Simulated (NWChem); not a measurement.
Molecule: InF, singlet; SMILES [F][In]

Computed with NWChem. Low-valent species are run as closed-shell singlets; no triplet was tried in these runs. Structure relaxed at the PBE0-D3(BJ)/def2-TZVP level. def2 effective core potentials on In; no spin-orbit coupling. Static field.

Question: Order these by “isotropic polarisability (bohr³)”, lowest first: PBE/def2-TZVP; PBE/def2-SVP; PBE/def2-TZVPD; PBE/def2-SVPD.

Answer: PBE/def2-SVP (35.6), PBE/def2-TZVP (38.7), PBE/def2-SVPD (40.6), PBE/def2-TZVPD (41.7)
